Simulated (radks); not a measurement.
Pm+, 60 electrons, occupied as [Xe] 4f5.25 6s0.75 (fractional occupations, a model configuration). All-electron calculation, Dirac Kohn-Sham, revPBE, spin-unpolarised, spherical densities, finite nucleus; open shells are shared between the two j in proportion to 2j + 1; Fermi nuclear charge, rms radius 4.962 fm. Program: a radial shooting solver on a logarithmic mesh with Libxc functionals.

Normalised radial functions P(r) = r R(r) (large component), r in bohr:

```
   r/bohr * 5p1/2, o 4f5/2 (the largest magnitude, 0.972, reaches the edge; | marks zero, & curves that meet)
  0.00446                             &
 0.006045                             o*
 0.008258                             o*
  0.01119                             o *
  0.01529                             o *
  0.02072                             o  *
  0.02808                             o    *
  0.03837                             o     *
    0.052                             o     *
  0.07104                             |o  *
  0.09627                             *o
   0.1305                        *    |  o
   0.1782                     *       |     o
   0.2416                        *    |          o
   0.3274                             |    *            o
   0.4473                             |           *           o
   0.6062                             |       *                  o
   0.8281                      *      |                        o
    1.122        *                    |                    o
    1.521    *                        |              o
    2.078           *                 |        o
    2.816                     *       |    o
    3.817                          *  |  o
    5.214                             *o
    7.067                             &
    9.655                             &
    13.08                             &
```

5p1/2: eigenvalue -29.852 eV, 3 radial nodes at r = 0.0960, 0.287, 0.729 bohr, <r> = 1.64 bohr, 90 % of the charge inside 2.40 bohr. 4f5/2: eigenvalue -6.751 eV, 0 radial nodes, <r> = 1.08 bohr, 90 % of the charge inside 1.92 bohr.
